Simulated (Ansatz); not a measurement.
`C[N](C)[AlH][Cl]` and `CN(C)N` differ in one atom or group.

Ansatz, PBE0-D4/def2-TZVP geometries, multiplicity 1. Each molecule was computed in one conformer, which needn't be the lowest.

```csv
property,`C[N](C)[AlH][Cl]`
HOMO–LUMO gap (PBE/def2-TZVPP) / eV,4.12
HOMO energy (ωB97M-V/def2-TZVPP) / eV,-8.95
size of the dipole moment (PBE/def2-TZVPP) / D,2.04
LUMO energy (B3LYP/def2-TZVPP) / eV,-0.77
HOMO energy (PBE0/def2-TZVPP) / eV,-6.67
size of the dipole moment (ωB97M-V/def2-TZVPP) / D,1.97
```

(1) Give the same properties after the change, and the shifts. (Best estimate.)

Results:

(1) The calculation gave: 
```csv
property,`CN(C)N`,shift
HOMO–LUMO gap (PBE/def2-TZVPP) / eV,5.17,1.05
HOMO energy (ωB97M-V/def2-TZVPP) / eV,-8.75,0.20
size of the dipole moment (PBE/def2-TZVPP) / D,1.42,-0.62
LUMO energy (B3LYP/def2-TZVPP) / eV,0.64,1.41
HOMO energy (PBE0/def2-TZVPP) / eV,-6.39,0.28
size of the dipole moment (ωB97M-V/def2-TZVPP) / D,1.55,-0.42
```

With PBE0 the HOMO rises by 0.28 eV and the LUMO rises by 1.56 eV, so the gap widens by about 1.28 eV. PBE moves the HOMO by 0.45 eV and ωB97M-V by 0.20 eV. Dipoles are sizes alone; their direction can turn.

B3LYP here is the variant with VWN-RPA as its local correlation; programs differ in this.
